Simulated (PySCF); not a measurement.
## How methods differ on the ionisation energy of Gd(38+)

Gd(38+) [Ar] 3d8 (3F) → Gd(39+) [Ar] 3d7 (4F), as a difference of total energies. All numbers are calculated (PySCF 2.14, scalar relativity by spin-free X2C-1e, in an even-tempered Gaussian basis (18 s from 6.9 bohr⁻², ratio 2.5; 13 p from 9 bohr⁻², ratio 2.5; 8 d from 9 bohr⁻², ratio 2.5; 4 f from 38 bohr⁻², ratio 2.7; 3 g from 57 bohr⁻², ratio 2.7)). Correlated levels: outer shells: [Ne] frozen; virtual orbitals above 40 to 60 times the deepest correlated orbital energy dropped. The calculations carry no spin-orbit coupling.

```json
{"method": "UHF", "ionisation energy (eV)": "2839.4"}
{"method": "LDA", "ionisation energy (eV)": "2840.1"}
{"method": "PBE", "ionisation energy (eV)": "2840.0"}
{"method": "PBE0", "ionisation energy (eV)": "2840.4"}
{"method": "r2SCAN", "ionisation energy (eV)": "2841.5"}
{"method": "BP86", "ionisation energy (eV)": "2840.5"}
{"method": "M06-2X", "ionisation energy (eV)": "2842.3"}
{"method": "MP2 (outer shells)", "ionisation energy (eV)": "2840.9"}
{"method": "SCS-MP2 (outer shells)", "ionisation energy (eV)": "2840.9"}
```

Spin-orbit coupling is strong in these open shells (close to jj coupling). The scalar numbers leave it out and a first-order estimate fails, so it can dominate the gap to the real levels.

Breit and QED terms and the two-electron picture change are absent.

For comparison: 2827 ± 4 eV (theoretical estimate listed by NIST; NIST Atomic Spectra Database, ionization energies).
